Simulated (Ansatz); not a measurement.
`O[CH2][SnH]([F])[Cl]` + HBr → `[F][SnH]([Cl])[Br]` + CH₃OH  (ligand exchange at the Sn–C bond)

Calculated with Ansatz (gas phase, PBE0-D4/def2-TZVP geometries, no zero-point term in ΔE). CCSD(T)/CBS is the MP2 limit (def2-TZVPP, def2-QZVPP) plus CCSD(T) − MP2 in def2-TZVPP, frozen cores. This one scheme is used for every species. Functionals use def2-TZVPP. Elements past krypton have def2 core potentials. For Br, Sn outer-core shells are correlated without core-valence functions, which leaves a few kJ/mol of doubt a bond. Scalar relativity is left out up to krypton. Each species was taken in one conformer, which may not be the lowest.

`O[CH2][SnH]([F])[Cl]`:

Cartesian coordinates in Å:
```
O 0.514 1.379 -1.083
C -0.205 0.181 -0.890
Sn 0.088 -0.378 1.159
F -1.665 -0.738 1.858
Cl 1.152 -2.438 1.250
H 0.413 1.661 -1.996
H -1.284 0.299 -1.042
H 0.157 -0.642 -1.515
H 0.831 0.676 2.260
```

HBr:

Z-matrix (Å, degrees):
```
Br
H 1 1.420
```

`[F][SnH]([Cl])[Br]`:

Z-matrix (Å, degrees):
```
Sn
F 1 1.903
Br 1 2.440 2 106.0
Cl 1 2.295 2 105.1 3 115.7
H 1 1.691 2 108.6 3 -123.4
```

CH₃OH:

Cartesian coordinates in Å:
```
C -0.018 0.174 -0.310
O -0.300 -0.095 1.044
H -0.581 1.067 -0.583
H -0.332 -0.642 -0.973
H 1.046 0.377 -0.483
H 0.184 -0.880 1.306
```

```
             level  ΔE (kJ/mol)
            PBE-D4       -113.7
            B2PLYP       -119.6
            r2SCAN       -121.7
    MP2/def2-TZVPP       -114.9
SCS-MP2/def2-TZVPP       -116.1
   CCSD/def2-TZVPP       -113.1
      HF/CBS(def2)       -139.9
     MP2/CBS(def2)       -122.8
```

**Question.** What does CCSD(T)/CBS give? (Estimate.)

**Answer.** Computed: -119.3 kJ/mol. The listed levels differ from it by 5.6, -0.3, -2.4, 4.4, 3.2, 6.2, -20.6, -3.5 kJ/mol.

Largest T1 diagnostic among the species: 0.012.

From PBE to PBE0 (25 % exact exchange), in def2-TZVPP and without D4, ΔE moves by −5.0 kJ/mol. In def2-TZVPP, CCSD(T) changes the Hartree–Fock value by +26.7 kJ/mol (the triples alone add +1.8 kJ/mol) and MP2 by +23.2 kJ/mol.
